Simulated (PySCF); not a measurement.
# Substituent effects on chemical shifts

Parent skeleton `[CH3:1][CH2:2][SH:3]`; one hydrogen on atom 1 is replaced by X. Hydrogens on one atom are averaged.

All values are calculated (PySCF 2.14.0 with density-fitted response routines): PBE0-D3(BJ)/def2-SVP structure, PBE0/pcSseg-1 with gauge-including orbitals. No relativistic terms, one averaged value for each set of equivalent atoms, isolated molecule, single conformer.

Referencing at the same level of theory: TMS for 13C and 1H; CS2 for 33S.

Parent (X = H): C1 22.9, C2 25.4, S3 -68.1, H(C1) 1.22, H(C2) 2.26, H(S3) 1.42 ppm. Effects are Δδ = δ(X) − δ(H), positive for deshielding.

Problem. Give Δδ (ppm) for X = N=CH2, CH2F, BMe2.

Solution. 
| X | SMILES | C1 | C2 | S3 | H(C1) | H(C2) | H(S3) |
| --- | --- | --- | --- | --- | --- | --- | --- |
| N=CH2 | C=NCCS | +46.7 | +4.9 | -44.8 | +2.25 | +0.36 | +0.03 |
| CH2F | FCCCS | +18.2 | +1.3 | -19.3 | +0.33 | +0.07 | +0.04 |
| BMe2 | CB(C)CCS | +20.3 | +2.0 | +7.9 | +0.38 | +0.09 | -0.06 |

Problem. Which position responds most, and to which substituents?

Solution. S3: from -44.8 ppm with N=CH2 to +7.9 ppm with BMe2.
